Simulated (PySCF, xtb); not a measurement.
C3H13NSi2, SMILES CCC(N)([SiH3])[SiH3]. One conformer was computed; it need not be the lowest.

Harmonic wavenumbers (cm⁻¹) from GFN2-xTB (xtb) at its own minimum, in rising order: 81, 131, 137, 162, 181, 231, 238, 263, 293, 338, 372, 504, 515, 528, 565, 599, 762, 770, 776, 787, 794, 801, 829, 842, 928, 969, 1022, 1086, 1110, 1143, 1208, 1286, 1347, 1409, 1480, 1501, 1508, 1566, 2215, 2236, 2242, 2250, 2280, 2287, 2953, 2967, 3022, 3026, 3034, 3371, 3405.

What does PySCF with PBE0-D3(BJ)/def2-SVP give at its own minimum? (An estimate is asked for; the answer gives what the named calculation found.)

85, 133, 159, 180, 185, 219, 240, 257, 278, 348, 376, 535, 555, 617, 655, 679, 773, 824, 874, 903, 926, 934, 939, 941, 945, 950, 1010, 1089, 1122, 1167, 1253, 1317, 1358, 1397, 1444, 1466, 1476, 1629, 2207, 2213, 2216, 2222, 2227, 2236, 3040, 3052, 3094, 3144, 3150, 3518, 3604. Paired by order, the mean absolute difference is 50 cm⁻¹ and the zero-point energies are 92.0 and 94.6 kcal/mol.
